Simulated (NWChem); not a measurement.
System: CH₉NSi₂; SMILES NC([SiH3])[SiH3]

Input file for NWChem:

```
start job
memory heap 200 mb stack 900 mb global 1100 mb
geometry units angstroms noautosym nocenter noautoz
  N      1.757946     0.084676     0.169165
  C      0.412865     0.012696    -0.415955
  Si    -0.507980    -1.595849     0.004721
  Si    -0.515597     1.602759     0.036460
  H      2.340943    -0.691133    -0.141833
  H      1.713931     0.023383     1.185439
  H      0.505543     0.060699    -1.517620
  H      0.343909    -2.759330    -0.402509
  H     -0.706504    -1.675368     1.486728
  H     -1.839843    -1.712844    -0.668653
  H     -0.553282     1.739724     1.526410
  H     -1.922604     1.546480    -0.469683
  H      0.171355     2.796052    -0.540421
end
basis spherical
  * library 6-31g*
end
dft
  xc hfexch
  iterations 150
  mulliken
end
task dft energy
esp
  recalculate
  probe 0.07
  range 0.3
  factor 1.0
  spacing 0.02
end
task esp
```

Excerpt of the output:

```
             Northwest Computational Chemistry Package (NWChem) 7.3.0
             --------------------------------------------------------

                             Geometry "geometry" -> ""
                             -------------------------

 Output coordinates in angstroms (scale by  1.889725989 to convert to a.u.)

  No.       Tag          Charge          X              Y              Z
 ---- ---------------- ---------- -------------- -------------- --------------
    1 N                    7.0000     1.75794600     0.08467600     0.16916500
    2 C                    6.0000     0.41286500     0.01269600    -0.41595500
    3 Si                  14.0000    -0.50798000    -1.59584900     0.00472100
    4 Si                  14.0000    -0.51559700     1.60275900     0.03646000
    5 H                    1.0000     2.34094300    -0.69113300    -0.14183300
    6 H                    1.0000     1.71393100     0.02338300     1.18543900
    7 H                    1.0000     0.50554300     0.06069900    -1.51762000
    8 H                    1.0000     0.34390900    -2.75933000    -0.40250900
    9 H                    1.0000    -0.70650400    -1.67536800     1.48672800
   10 H                    1.0000    -1.83984300    -1.71284400    -0.66865300
   11 H                    1.0000    -0.55328200     1.73972400     1.52641000
   12 H                    1.0000    -1.92260400     1.54648000    -0.46968300
   13 H                    1.0000     0.17135500     2.79605200    -0.54042100

 Effective nuclear repulsion energy (a.u.)     222.5513035563

  xc_inp: hfexch multiplicative factor not found.

                                 NWChem DFT Module
                                 -----------------

 Summary of "ao basis" -> "ao basis" (spherical)
 ------------------------------------------------------------------------------
       Tag                 Description            Shells   Functions and Types
 ---------------- ------------------------------  ------  ---------------------
 N                           6-31g*                  6       14   3s2p1d
 C                           6-31g*                  6       14   3s2p1d
 Si                          6-31g*                  8       18   4s3p1d
 H                           6-31g*                  2        2   2s

            General Information
            -------------------
          SCF calculation type: DFT
          Wavefunction type:  closed shell.
          No. of atoms     :    13
          No. of electrons :    50
           Alpha electrons :    25
            Beta electrons :    25
          Charge           :     0
          Spin multiplicity:     1
          Use of symmetry is: off; symmetry adaption is: off
          Maximum number of iterations: 150
          AO basis - number of functions:    82
                     number of shells:    46
          Convergence on energy requested:  1.00D-06
          Convergence on density requested:  1.00D-05
          Convergence on gradient requested:  5.00D-04

              XC Information
              --------------
                     Hartree-Fock (Exact) Exchange  1.000

      Superposition of Atomic Density Guess
      -------------------------------------

 Sum of atomic energies:        -674.07270029

      Non-variational initial energy
      ------------------------------

 Total energy =    -675.967875
 1-e energy   =   -1372.583201
 2-e energy   =     474.064023
 HOMO         =      -0.264417
 LUMO         =       0.054749

     ---------------------------------------------
      Total Density - Mulliken Population Analysis
     ---------------------------------------------

    Atom       Charge   Shell Charges
 -----------   ------   -------------------------------------------------------
    1 N    7     7.96   2.00  0.82  2.53  0.85  1.73  0.03
    2 C    6     6.51   2.00  0.71  1.91  0.65  1.21  0.04
    3 Si  14    13.64   2.00  2.00  5.97  0.99  1.69  0.32  0.55  0.12
    4 Si  14    13.61   2.00  2.00  5.97  0.98  1.69  0.31  0.53  0.12
    5 H    1     0.59   0.42  0.17
    6 H    1     0.59   0.42  0.17
    7 H    1     0.75   0.46  0.30
    8 H    1     1.06   0.47  0.59
    9 H    1     1.06   0.47  0.59
   10 H    1     1.06   0.47  0.59
   11 H    1     1.06   0.47  0.59
   12 H    1     1.06   0.47  0.59
   13 H    1     1.06   0.47  0.58

   convergence    iter        energy       DeltaE   RMS-Dens  Diis-err
 ---------------- ----- ----------------- --------- --------- ---------
 d= 0,ls=0.0,diis     1   -675.2943071470 -8.98D+02  6.05D-03  2.80D-01
 d= 0,ls=0.0,diis     2   -675.3456254650 -5.13D-02  2.12D-03  3.25D-02
 d= 0,ls=0.0,diis     3   -675.3507662111 -5.14D-03  9.12D-04  6.42D-03
 d= 0,ls=0.0,diis     4   -675.3517748128 -1.01D-03  2.20D-04  8.38D-05
 d= 0,ls=0.0,diis     5   -675.3518023233 -2.75D-05  7.32D-05  6.51D-06
  Resetting Diis
 d= 0,ls=0.0,diis     6   -675.3518050063 -2.68D-06  2.23D-05  5.07D-07
 d= 0,ls=0.0,diis     7   -675.3518052332 -2.27D-07  5.24D-06  6.63D-08

         Total DFT energy =     -675.351805233231
      One electron energy =    -1375.966517172085
           Coulomb energy =      533.841781339062
    Exchange-Corr. energy =      -55.778372956462
 Nuclear repulsion energy =      222.551303556254

 Numeric. integr. density =        0.000000000000

                       DFT Final Molecular Orbital Analysis
                       ------------------------------------

 Vector   23  Occ=2.000000D+00  E=-4.638899D-01
              MO Center= -2.9D-01,  8.9D-01, -2.0D-01, r^2= 5.7D+00
   Bfn.  Coefficient  Atom+Function         Bfn.  Coefficient  Atom+Function
  ----- ------------  ---------------      ----- ------------  ---------------
    82      0.286321  13 H  s                53      0.221203   4 Si px
    81      0.222140  13 H  s                54      0.174803   4 Si py
    80     -0.167765  12 H  s                76      0.149316  10 H  s
    72     -0.144666   8 H  s                 4     -0.137701   1 N  py
    36      0.136121   3 Si py               79     -0.127919  12 H  s

 Vector   24  Occ=2.000000D+00  E=-4.419835D-01
              MO Center=  1.4D-01, -1.7D-01, -5.8D-02, r^2= 4.1D+00
   Bfn.  Coefficient  Atom+Function         Bfn.  Coefficient  Atom+Function
  ----- ------------  ---------------      ----- ------------  ---------------
    17      0.210168   2 C  px               72     -0.207664   8 H  s
    54      0.202479   4 Si py               19     -0.190092   2 C  pz
    18     -0.182681   2 C  py                3     -0.156546   1 N  px
    78      0.153217  11 H  s                21      0.151755   2 C  px
    23     -0.147704   2 C  pz               53     -0.142217   4 Si px

 Vector   25  Occ=2.000000D+00  E=-3.623923D-01
              MO Center=  9.4D-01, -3.3D-02, -8.2D-02, r^2= 2.8D+00
   Bfn.  Coefficient  Atom+Function         Bfn.  Coefficient  Atom+Function
  ----- ------------  ---------------      ----- ------------  ---------------
     4      0.377977   1 N  py                8      0.361697   1 N  py
    18     -0.279761   2 C  py               22     -0.248707   2 C  py
    36      0.225760   3 Si py                7      0.173702   1 N  px
     3      0.170108   1 N  px                6      0.168551   1 N  s
    54      0.139511   4 Si py               34      0.137699   3 Si s

 Vector   26  Occ=0.000000D+00  E= 1.411784D-01
              MO Center= -5.4D-01, -3.2D-01,  3.2D-03, r^2= 8.1D+00
   Bfn.  Coefficient  Atom+Function         Bfn.  Coefficient  Atom+Function
  ----- ------------  ---------------      ----- ------------  ---------------
    20      1.208687   2 C  s                40     -0.783756   3 Si py
    58      0.620465   4 Si py               39     -0.563288   3 Si px
    57     -0.438976   4 Si px               41      0.352930   3 Si pz
     6      0.339736   1 N  s                59      0.307808   4 Si pz
    21     -0.295917   2 C  px               74     -0.273560   9 H  s

 Vector   27  Occ=0.000000D+00  E= 1.634054D-01
              MO Center= -5.9D-01, -1.8D-01,  3.1D-01, r^2= 5.9D+00
   Bfn.  Coefficient  Atom+Function         Bfn.  Coefficient  Atom+Function
  ----- ------------  ---------------      ----- ------------  ---------------
    39      0.813120   3 Si px               72     -0.791447   8 H  s
    82     -0.708643  13 H  s                58      0.631083   4 Si py
    57      0.484466   4 Si px               76      0.482430  10 H  s
    40     -0.478499   3 Si py                6     -0.388177   1 N  s
    80      0.382637  12 H  s                66      0.224953   5 H  s

 Vector   28  Occ=0.000000D+00  E= 1.787987D-01
              MO Center= -5.1D-01,  4.4D-01, -2.7D-02, r^2= 8.9D+00
   Bfn.  Coefficient  Atom+Function         Bfn.  Coefficient  Atom+Function
  ----- ------------  ---------------      ----- ------------  ---------------
    59      0.961570   4 Si pz               40      0.936672   3 Si py
    58      0.779809   4 Si py               78     -0.699914  11 H  s
    22      0.486558   2 C  py                6     -0.433072   1 N  s
    39      0.408891   3 Si px               57     -0.394290   4 Si px
    72      0.375768   8 H  s                76      0.369529  10 H  s

     ---------------------------------------------
      Total Density - Mulliken Population Analysis
     ---------------------------------------------

    Atom       Charge   Shell Charges
 -----------   ------   -------------------------------------------------------
    1 N    7     7.86   2.00  0.76  2.43  0.92  1.70  0.04
    2 C    6     6.51   2.00  0.63  1.99  0.67  1.17  0.05
    3 Si  14    13.34   2.00  2.00  5.98  0.92  1.80  0.21  0.25  0.19
    4 Si  14    13.30   2.00  2.00  5.98  0.91  1.80  0.20  0.23  0.19
    5 H    1     0.64   0.50  0.15
    6 H    1     0.65   0.50  0.15
    7 H    1     0.81   0.51  0.30
    8 H    1     1.15   0.50  0.65
    9 H    1     1.15   0.50  0.65
   10 H    1     1.14   0.50  0.65
   11 H    1     1.15   0.50  0.65
   12 H    1     1.15   0.50  0.65
   13 H    1     1.13   0.50  0.64

     -------------------------------------------
      Total Density - Lowdin Population Analysis
     -------------------------------------------

    Atom       Charge   Shell Charges
 -----------   ------   -------------------------------------------------------
    1 N    7     7.51   1.99  0.70  2.30  0.57  1.87  0.07
    2 C    6     6.46   1.99  0.54  1.86  0.46  1.53  0.09
    3 Si  14    13.63   2.00  1.98  5.89  0.66  1.65  0.37  0.83  0.24
    4 Si  14    13.60   2.00  1.98  5.89  0.65  1.65  0.37  0.82  0.24
    5 H    1     0.76   0.48  0.28
    6 H    1     0.76   0.48  0.28
    7 H    1     0.85   0.49  0.35
    8 H    1     1.08   0.50  0.58
    9 H    1     1.08   0.50  0.58
   10 H    1     1.07   0.50  0.57
   11 H    1     1.08   0.50  0.58
   12 H    1     1.08   0.50  0.57
   13 H    1     1.07   0.50  0.57

     Multipole analysis of the density
     ---------------------------------

     L   x y z        total         alpha         beta         nuclear
     -   - - -        -----         -----         ----         -------
     0   0 0 0     -0.000000    -25.000000    -25.000000     50.000000

     1   1 0 0      0.057935     -0.449305     -0.449305      0.956545
     1   0 1 0     -0.407515     -0.291924     -0.291924      0.176332
     1   0 0 1     -0.039532      0.242134      0.242134     -0.523800

     2   2 0 0    -33.906833   -100.332804   -100.332804    166.758775
     2   1 1 0     -2.484670      0.122535      0.122535     -2.729740
     2   1 0 1      0.723158     -2.663696     -2.663696      6.050550
     2   0 2 0    -34.745953   -193.679601   -193.679601    352.613249
     2   0 1 1      0.146497     -1.708918     -1.708918      3.564333
     2   0 0 2    -31.544645    -34.784596    -34.784596     38.024547

                     NWChem Electrostatic Potential Fit Module
                     -----------------------------------------

 Atom parameters

 Number of atoms is                                   13
 Number of basis functions is                         82

 Grid parameters

 Maximum number of grid points is                  51318
 Number of grid points is                          51317
 Grid range                                     0.300000 nm
 Grid spacing                                   0.020000 nm
 Probe radius                                   0.070000 nm
 Atom radius factor                             1.000000

 Atomic radii

    1    0.100000
    6    0.147000
    7    0.140000
   14    0.187000
 FASTESP  F
  using M.O. file = ./job.movecs

    Atom              Coordinates                           Charge

                                                  ESP

    1 N     0.175795    0.008468    0.016917   -0.972901
    2 C     0.041287    0.001270   -0.041596    0.315216
    3 Si   -0.050798   -0.159585    0.000472    0.370162
    4 Si   -0.051560    0.160276    0.003646    0.435269
    5 H     0.234094   -0.069113   -0.014183    0.345584
    6 H     0.171393    0.002338    0.118544    0.340684
    7 H     0.050554    0.006070   -0.151762   -0.017133
    8 H     0.034391   -0.275933   -0.040251   -0.132866
    9 H    -0.070650   -0.167537    0.148673   -0.134149
   10 H    -0.183984   -0.171284   -0.066865   -0.133744
   11 H    -0.055328    0.173972    0.152641   -0.133157
   12 H    -0.192260    0.154648   -0.046968   -0.157449
   13 H     0.017136    0.279605   -0.054042   -0.125518
                                            ------------
                                               -0.000000

 Dipole moment                                  0.403820

 Quadrupole moment Qxx                         -1.855000
                   Qyy                         -4.665435
                   Qzz                          6.520435

 RMS deviation kJ/mol                           0.059759

 RRMS %                                        37.952756
```

Level: Hartree-Fock/6-31G* (spherical d). Structure relaxed at the PBE0/def2-SVP level. Not confirmed as a minimum by frequencies.
